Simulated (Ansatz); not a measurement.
Start from `NC[SiH2]F` and change one atom or group to get `NC[SiH2][NH][AlH2]`.

Ansatz, PBE0-D4/def2-TZVP geometries, multiplicity 1. Each molecule was computed in one conformer, which needn't be the lowest.

| property | `NC[SiH2]F` |
| --- | --- |
| HOMO energy (ωB97M-V/def2-TZVPP) / eV | -9.55 |
| size of the dipole moment (ωB97M-V/def2-TZVPP) / D | 2.29 |
| HOMO–LUMO gap (ωB97M-V/def2-TZVPP) / eV | 11.47 |
| size of the dipole moment (B3LYP/def2-TZVPP) / D | 2.31 |
| LUMO energy (B3LYP/def2-TZVPP) / eV | 0.04 |
| HOMO energy (B3LYP/def2-TZVPP) / eV | -6.94 |

Give the same properties after the change, and the shifts. (Best estimate.)

Ansatz gave: 
```json
{"property": "HOMO energy (ωB97M-V/def2-TZVPP) / eV", "`NC[SiH2][NH][AlH2]`": "-9.18", "shift": "0.37"}
{"property": "size of the dipole moment (ωB97M-V/def2-TZVPP) / D", "`NC[SiH2][NH][AlH2]`": "1.56", "shift": "-0.73"}
{"property": "HOMO–LUMO gap (ωB97M-V/def2-TZVPP) / eV", "`NC[SiH2][NH][AlH2]`": "9.85", "shift": "-1.62"}
{"property": "size of the dipole moment (B3LYP/def2-TZVPP) / D", "`NC[SiH2][NH][AlH2]`": "1.53", "shift": "-0.78"}
{"property": "LUMO energy (B3LYP/def2-TZVPP) / eV", "`NC[SiH2][NH][AlH2]`": "-1.11", "shift": "-1.15"}
{"property": "HOMO energy (B3LYP/def2-TZVPP) / eV", "`NC[SiH2][NH][AlH2]`": "-6.58", "shift": "0.36"}
```

With PBE0 the HOMO rises by 0.37 eV and the LUMO falls by 1.22 eV, so the gap narrows by about 1.59 eV. PBE moves the HOMO by 0.33 eV and ωB97M-V by 0.37 eV. Dipoles are sizes alone; their direction can turn.

B3LYP here is the variant with VWN-RPA as its local correlation; programs differ in this.
